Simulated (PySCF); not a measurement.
C3H8Si2, SMILES C=C1C[SiH2][SiH2]1.

Geometry: B3LYP-D3(BJ)/def2-SVP. The structure was generated by enumeration, and PubChem lists no compound with its InChIKey, so it may never have been made.

Level of theory: SMD-B3LYP/def2-SVP in PySCF.

Solvation free energies are E(SMD) − E(gas) at the gas-phase geometry, for 1 M in both phases. In vacuum the dipole moment is 0.31 D.

| solvent | ΔG(solv) (kcal/mol) | its non-electrostatic (CDS) part | dipole (D) |
|---|---|---|---|
| water | 3.0 | 4.4 | 0.48 |
| acetone | -1.5 | -0.1 | 0.47 |
| chloroform | ? | ? | ? |

Some entries are withheld; supply them. (An estimate is asked for; the answer gives what the named calculation found.)


- chloroform, ΔG(solv) (kcal/mol): -1.9
- chloroform, its non-electrostatic (CDS) part: -0.9
- chloroform, dipole (D): 0.43
